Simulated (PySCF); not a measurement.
C₃H₅F₃SSi.
InChI=1S/C3H5F3SSi/c1-2-7-8-3(4,5)6/h2H,1,8H2

Method: TDDFT CAM-B3LYP/def2-SVPD, vertical, gas phase, core orbitals frozen in the response in PySCF 2.14.0, density-fitted response routines. One conformer (not necessarily the lowest) at the GFN2-xTB geometry, without solvent, vibrations or thermal averaging. Torsions of this conformer, `[CH2:1]=[CH:2][S:3][SiH2:4][C:5]([F:6])([F:7])[F:8]`: C1–C2–S3–Si4 180°, C2–S3–Si4–C5 180°, S3–Si4–C5–F6 180°.

Broadening: Gaussians 0.4 eV wide at half height, area fixed by f = 4.319×10⁻⁹ ∫ε dν̃. The width is an assumption, not a result. The curve ends short of the highest state used, and states not computed would add to its high-energy end.

λ (nm), ε (L mol⁻¹ cm⁻¹) and a bar:
```
    180.7        640 #
    184.5        420 #
    188.2        178 
    192.0        300 
    195.8       1714 ###
    199.6       6263 ##########
    203.3      13538 ######################
    207.1      18870 ##############################
    210.9      17278 ###########################
    214.7      10844 #################
    218.4       4976 ########
    222.2       1667 ###
    226.0        455 #
    229.7        157 
    233.5        114 
    237.3        112 
    241.1         95 
    244.8         67 
    248.6         38 
    252.4         18 
    256.2          7 
    259.9          3 
    263.7          1 
    267.5          0
```

(1) Where are the band maxima, and which computed states make them?

(2) Coming from long wavelengths, where does ε first pass 100 L mol⁻¹ cm⁻¹?

(3) On this curve, what absorbance would a 10⁻³ mol/L sample give at 248 nm over a 1 cm path?

Results:

(1) 235 nm (5.27 eV), ε about 110, made up of S1 (95%) (hardly more than a shoulder); 208 nm (5.96 eV), ε about 19000, made up of S2 (100%) (ε in L mol⁻¹ cm⁻¹; maxima over ε = 5, shares over 10%). At its high-energy end, 6.86 eV, the curve is still rising (ε about 640, from S5). The states used: S1 5.24 eV (f 0.0016); S2 5.96 eV (f 0.283); S3 6.13 eV (f 0.0022); S4 6.67 eV (f 0.0001); S5 6.88 eV (f 0.0093); S6 7.35 eV (f 0.0007); S7 7.43 eV (f 0.030); S8 7.46 eV (f 0.0085).

(2) At about 240 nm (5.16 eV), 0.08 eV below S1.

(3) 248 nm is 4.999 eV, where ε is about 42 L mol⁻¹ cm⁻¹, so A = ε c l ≈ 0.042 (Beer–Lambert, with the gas-phase spectrum and the assumed width).

Hardware: Arm Neoverse N1, one thread, shared host with 64 logical CPUs at a one-minute load of 55. Cost: 91 s wall (with the writing of density and orbital grids), 0.99 GiB resident at most.
